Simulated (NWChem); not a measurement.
System: GeSiNH7; SMILES N[SiH2][GeH3]

NWChem input:

```
start job
memory heap 200 mb stack 900 mb global 1100 mb
geometry units angstroms noautoz
  Si    -0.576765     1.177573     0.011317
  N      0.750339     2.325569    -0.016697
  Ge     0.082639    -1.137757     0.003976
  H     -1.428294     1.434351    -1.203512
  H     -1.380139     1.439816     1.257370
  H      1.332440     2.334689    -0.860123
  H      1.361114     2.341422     0.806103
  H      0.919579    -1.465308    -1.266965
  H     -1.113433    -2.132018     0.044233
  H      0.991518    -1.450979     1.228324
end
basis spherical
  Si library 6-31g*
  N library 6-31g*
  Ge library 6-31g*
  H library 6-31g*
end
dft
  xc b3lyp
  iterations 150
  mulliken
end
task dft energy
```

NWChem printed, in part:

```
             Northwest Computational Chemistry Package (NWChem) 7.3.0
             --------------------------------------------------------

 C1  symmetry detected

                             Geometry "geometry" -> ""
                             -------------------------

 Output coordinates in angstroms (scale by  1.889725989 to convert to a.u.)

  No.       Tag          Charge          X              Y              Z
 ---- ---------------- ---------- -------------- -------------- --------------
    1 Si                  14.0000    -0.58822467     1.19512958    -0.00010726
    2 N                    7.0000     0.73629708     2.34644482    -0.00015051
    3 Ge                  32.0000     0.07698772    -1.11854996    -0.00001218
    4 H                    1.0000    -1.41699729     1.45259073    -1.23043070
    5 H                    1.0000    -1.41594242     1.45254782     1.23092825
    6 H                    1.0000     1.33440194     2.35892370    -0.83226049
    7 H                    1.0000     1.33117830     2.36191771     0.83422001
    8 H                    1.0000     0.93890468    -1.44113644    -1.25543497
    9 H                    1.0000    -1.11714512    -2.11583701     0.01512340
   10 H                    1.0000     0.96305874    -1.43233560     1.24079957

 Effective nuclear repulsion energy (a.u.)     252.4731264512

                                 NWChem DFT Module
                                 -----------------

 Summary of "ao basis" -> "ao basis" (spherical)
 ------------------------------------------------------------------------------
       Tag                 Description            Shells   Functions and Types
 ---------------- ------------------------------  ------  ---------------------
 Si                          6-31g*                  8       18   4s3p1d
 N                           6-31g*                  6       14   3s2p1d
 Ge                          6-31g*                 12       32   5s4p3d
 H                           6-31g*                  2        2   2s

            General Information
            -------------------
          SCF calculation type: DFT
          Wavefunction type:  closed shell.
          No. of atoms     :    10
          No. of electrons :    60
           Alpha electrons :    30
            Beta electrons :    30
          Charge           :     0
          Spin multiplicity:     1
          Use of symmetry is: off; symmetry adaption is: off
          Maximum number of iterations: 150
          AO basis - number of functions:    78
                     number of shells:    40
          Convergence on energy requested:  1.00D-06
          Convergence on density requested:  1.00D-05
          Convergence on gradient requested:  5.00D-04

              XC Information
              --------------
                         B3LYP Method XC Potential
                     Hartree-Fock (Exact) Exchange  0.200
                        Slater Exchange Functional  0.800 local
                    Becke 1988 Exchange Functional  0.720 non-local
              Lee-Yang-Parr Correlation Functional  0.810
                  VWN I RPA Correlation Functional  0.190 local

             Grid Information
             ----------------
          Grid used for XC integration:  medium
          Radial quadrature: Mura-Knowles
          Angular quadrature: Lebedev.
          Tag              B.-S. Rad. Rad. Pts. Rad. Cut. Ang. Pts.
          ---              ---------- --------- --------- ---------
          Si                  1.10       88          10.0       590
          N                   0.65       49          11.0       434
          Ge                  1.25      112          10.0       590
          H                   0.35       45          12.0       434
          Grid pruning is: on
          Number of quadrature shells:   564
          Spatial weights used:  Erf1

      Superposition of Atomic Density Guess
      -------------------------------------

 Sum of atomic energies:       -2421.62011001

      Non-variational initial energy
      ------------------------------

 Total energy =   -2422.751090
 1-e energy   =   -3874.580465
 2-e energy   =    1199.356248
 HOMO         =      -0.278624
 LUMO         =       0.032683

     ---------------------------------------------
      Total Density - Mulliken Population Analysis
     ---------------------------------------------

    Atom       Charge   Shell Charges
 -----------   ------   -------------------------------------------------------
    1 Si  14    13.41   2.00  2.00  5.97  0.95  1.58  0.29  0.48  0.14
    2 N    7     8.22   2.00  0.82  2.64  0.84  1.90  0.01
    3 Ge  32    32.11   2.00  2.00  6.00  2.00  5.99  1.24  2.08  0.17  0.53  6.87  2.97  0.26
    4 H    1     1.07   0.47  0.60
    5 H    1     1.07   0.47  0.60
    6 H    1     0.56   0.40  0.16
    7 H    1     0.56   0.40  0.16
    8 H    1     1.00   0.45  0.55
    9 H    1     0.99   0.44  0.55
   10 H    1     1.00   0.45  0.55

   convergence    iter        energy       DeltaE   RMS-Dens  Diis-err
 ---------------- ----- ----------------- --------- --------- ---------
 d= 0,ls=0.0,diis     1  -2425.1811731454 -2.68D+03  1.12D-02  3.57D-01
 d= 0,ls=0.0,diis     2  -2425.1862946981 -5.12D-03  6.41D-03  3.46D-01
 d= 0,ls=0.0,diis     3  -2425.2225032300 -3.62D-02  1.68D-03  4.34D-02
 d= 0,ls=0.0,diis     4  -2425.2272152041 -4.71D-03  2.84D-04  1.55D-03
 d= 0,ls=0.0,diis     5  -2425.2273248314 -1.10D-04  7.86D-05  5.45D-05
  Resetting Diis
 d= 0,ls=0.0,diis     6  -2425.2273290058 -4.17D-06  2.45D-05  2.82D-06
 d= 0,ls=0.0,diis     7  -2425.2273293191 -3.13D-07  9.99D-06  1.91D-07

         Total DFT energy =    -2425.227329319096
      One electron energy =    -3877.388667759053
           Coulomb energy =     1309.206458247091
    Exchange-Corr. energy =     -109.518246258329
 Nuclear repulsion energy =      252.473126451195

 Numeric. integr. density =       60.000026375835

                       DFT Final Molecular Orbital Analysis
                       ------------------------------------

 Vector   28  Occ=2.000000D+00  E=-3.264056D-01
              MO Center=  1.5D-01, -5.6D-01, -9.7D-03, r^2= 4.5D+00
   Bfn.  Coefficient  Atom+Function         Bfn.  Coefficient  Atom+Function
  ----- ------------  ---------------      ----- ------------  ---------------
    45      0.380899   3 Ge pz               74     -0.214649   8 H  s
    78      0.212566  10 H  s                73     -0.206717   8 H  s
    77      0.204554  10 H  s                 9     -0.202232   1 Si pz
    66      0.164039   4 H  s                68     -0.164162   5 H  s
    41     -0.158840   3 Ge pz               65      0.137258   4 H  s

 Vector   29  Occ=2.000000D+00  E=-3.131032D-01
              MO Center=  1.3D-01,  7.2D-01,  3.0D-03, r^2= 4.3D+00
   Bfn.  Coefficient  Atom+Function         Bfn.  Coefficient  Atom+Function
  ----- ------------  ---------------      ----- ------------  ---------------
    22      0.285907   2 N  py                8      0.242284   1 Si py
    43      0.235040   3 Ge px               44     -0.231345   3 Ge py
    26      0.228764   2 N  py                7     -0.208916   1 Si px
    78      0.127738  10 H  s                74      0.125560   8 H  s
    21     -0.120695   2 N  px               77      0.114416  10 H  s

 Vector   30  Occ=2.000000D+00  E=-2.426537D-01
              MO Center=  2.4D-01,  1.2D+00, -5.9D-04, r^2= 4.1D+00
   Bfn.  Coefficient  Atom+Function         Bfn.  Coefficient  Atom+Function
  ----- ------------  ---------------      ----- ------------  ---------------
    22      0.419403   2 N  py               26      0.368829   2 N  py
    44      0.363694   3 Ge py               42     -0.211046   3 Ge s
     8     -0.202416   1 Si py               21     -0.168331   2 N  px
    25     -0.142123   2 N  px               40     -0.136677   3 Ge py
    66     -0.126644   4 H  s                68     -0.125570   5 H  s

 Vector   31  Occ=0.000000D+00  E= 3.008674D-03
              MO Center= -1.0D-01,  7.6D-01, -1.8D-03, r^2= 5.3D+00
   Bfn.  Coefficient  Atom+Function         Bfn.  Coefficient  Atom+Function
  ----- ------------  ---------------      ----- ------------  ---------------
    24      0.855926   2 N  s                11     -0.615601   1 Si px
    12     -0.552495   1 Si py               76     -0.409890   9 H  s
    46     -0.311956   3 Ge s                48     -0.258411   3 Ge py
    47     -0.235615   3 Ge px                7     -0.226835   1 Si px
    70     -0.223157   6 H  s                72     -0.222824   7 H  s

 Vector   32  Occ=0.000000D+00  E= 3.182588D-02
              MO Center= -1.4D-01, -6.4D-01, -4.7D-04, r^2= 6.9D+00
   Bfn.  Coefficient  Atom+Function         Bfn.  Coefficient  Atom+Function
  ----- ------------  ---------------      ----- ------------  ---------------
    10      1.489858   1 Si s                48     -1.313869   3 Ge py
    46     -0.980416   3 Ge s                12     -0.938242   1 Si py
    42      0.544611   3 Ge s                11      0.433447   1 Si px
     6      0.360764   1 Si s                47      0.309733   3 Ge px
     8     -0.282072   1 Si py               26      0.228719   2 N  py

 Vector   33  Occ=0.000000D+00  E= 3.759982D-02
              MO Center= -2.1D-01, -2.2D-01,  3.4D-03, r^2= 4.8D+00
   Bfn.  Coefficient  Atom+Function         Bfn.  Coefficient  Atom+Function
  ----- ------------  ---------------      ----- ------------  ---------------
    49      0.668143   3 Ge pz               74      0.629360   8 H  s
    78     -0.621106  10 H  s                13      0.596651   1 Si pz
    66      0.543133   4 H  s                68     -0.538644   5 H  s
    45      0.356853   3 Ge pz                9      0.230597   1 Si pz
    73      0.127214   8 H  s                77     -0.126052  10 H  s

     ---------------------------------------------
      Total Density - Mulliken Population Analysis
     ---------------------------------------------

    Atom       Charge   Shell Charges
 -----------   ------   -------------------------------------------------------
    1 Si  14    13.47   2.00  2.00  5.96  0.98  1.81  0.20  0.32  0.19
    2 N    7     7.86   2.00  0.78  2.51  0.87  1.68  0.02
    3 Ge  32    32.25   2.00  2.00  6.00  2.00  5.99  1.32  2.31  0.10  0.40  6.84  2.93  0.35
    4 H    1     1.08   0.51  0.57
    5 H    1     1.08   0.51  0.57
    6 H    1     0.68   0.50  0.18
    7 H    1     0.68   0.50  0.18
    8 H    1     0.97   0.48  0.49
    9 H    1     0.97   0.48  0.49
   10 H    1     0.97   0.48  0.49

     -------------------------------------------
      Total Density - Lowdin Population Analysis
     -------------------------------------------

    Atom       Charge   Shell Charges
 -----------   ------   -------------------------------------------------------
    1 Si  14    13.64   2.00  1.98  5.88  0.67  1.65  0.36  0.84  0.26
    2 N    7     7.64   1.99  0.72  2.35  0.60  1.95  0.04
    3 Ge  32    32.22   2.00  2.00  5.99  1.98  5.90  0.90  2.04  0.33  0.89  6.64  3.08  0.47
    4 H    1     1.04   0.50  0.54
    5 H    1     1.04   0.50  0.54
    6 H    1     0.75   0.47  0.29
    7 H    1     0.75   0.47  0.29
    8 H    1     0.97   0.46  0.51
    9 H    1     0.97   0.46  0.51
   10 H    1     0.97   0.46  0.51

     Multipole analysis of the density
     ---------------------------------

     L   x y z        total         alpha         beta         nuclear
     -   - - -        -----         -----         ----         -------
     0   0 0 0     -0.000000    -30.000000    -30.000000     60.000000

     1   1 0 0      0.454920      0.227460      0.227460      0.000000
     1   0 1 0      0.164590      0.082295      0.082295     -0.000000
     1   0 0 1      0.001068      0.000534      0.000534      0.000000

     2   2 0 0    -28.532430    -48.996945    -48.996945     69.461460
     2   1 1 0      2.830720     -0.913079     -0.913079      4.656877
     2   1 0 1     -0.000842     -0.000297     -0.000297     -0.000248
     2   0 2 0    -33.631208   -235.619275   -235.619275    437.607342
     2   0 1 1      0.010086     -0.002050     -0.002050      0.014185
     2   0 0 2    -29.163184    -28.033174    -28.033174     26.903164
```

Level: B3LYP/6-31G* (spherical d). All runs use the structure optimised with PBE-D3(BJ)/def2-SVP. B3LYP is NWChem's, with the RPA form of VWN correlation.
